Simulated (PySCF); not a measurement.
C2H8ClNSi. Atoms are numbered in the order given.

```xyz
13

C     -0.8646    -0.8578    -1.5677
Si    -0.3494     0.0199     0.0000
C     -0.8646    -0.8578     1.5677
N     -1.0212     1.6110     0.0000
Cl     1.7681     0.0360     0.0000
H     -1.9616    -0.9481    -1.6185
H     -0.5201    -0.3082    -2.4584
H     -0.4255    -1.8666    -1.6088
H     -0.5201    -0.3082     2.4584
H     -1.9616    -0.9481     1.6185
H     -0.4255    -1.8666     1.6088
H     -0.9141     2.1861     0.8317
H     -0.9141     2.1861    -0.8317
```

Geometry: B3LYP-D3(BJ)/def2-SVP. Other conformers were not sampled.

All values below come from PBE/def2-TZVP in PySCF.

Symmetry labels are those of the subgroup Cs that the program uses (full group Cs).

Computed valence orbital energies around the gap with their symmetry:
```csv
orbital,symmetry,energy (eV)
HOMO−7,A",-9.78
HOMO−6,A",-9.63
HOMO−5,A',-9.21
HOMO−4,A',-8.42
HOMO−3,A",-8.03
HOMO−2,A',-7.33
HOMO−1,A",-6.92
HOMO,A',-6.22
LUMO,A',-0.08
LUMO+1,A',0.74
LUMO+2,A',0.83
LUMO+3,A",1.07
```
